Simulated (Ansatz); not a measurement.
Gas-phase electronic energies from Ansatz, PBE0-D4/def2-TZVP geometries. CCSD(T)/CBS adds triple-zeta CCSD(T) − MP2 to the extrapolated MP2 energy (def2 sets, frozen cores). DFT in def2-TZVPP. B3LYP here is the variant with VWN-RPA as its local correlation; programs differ in this. One conformer a species, not always the lowest.

Consider the isomerisation: `C[SiH2][SiH2]C=N` → `C/C([SiH3])=N\[SiH3]`.

**Question.** Is it downhill or uphill in electronic energy at CCSD(T)/CBS, and by how much? (An estimate is asked.)

**Answer.** The calculation gave: Nearly level: ΔE = -1.4 kJ/mol.

**Question.** What do these levels give: r2SCAN-D4, PBE0-D4, B3LYP-D4, ωB97M-V, B2PLYP, B3LYP, HF/def2-TZVPP, SCS-MP2/def2-TZVPP, CCSD/def2-TZVPP, MP2/def2-QZVPP, SCS-MP2/def2-QZVPP, HF/CBS(def2)? (An estimate is asked.)

**Answer.** Ansatz gave: r2SCAN-D4 -2.4, PBE0-D4 5.5, B3LYP-D4 -8.2, ωB97M-V -3.9, B2PLYP -8.7, B3LYP -7.6, HF/def2-TZVPP -18.0, SCS-MP2/def2-TZVPP -11.6, CCSD/def2-TZVPP -1.6, MP2/def2-QZVPP -10.3, SCS-MP2/def2-QZVPP -12.1, HF/CBS(def2) -19.9 kJ/mol.

Largest T1 diagnostic among the species: 0.013.

In def2-TZVPP, CCSD(T) changes the Hartree–Fock value by +17.0 kJ/mol (the triples alone add +0.6 kJ/mol) and MP2 by +8.6 kJ/mol.
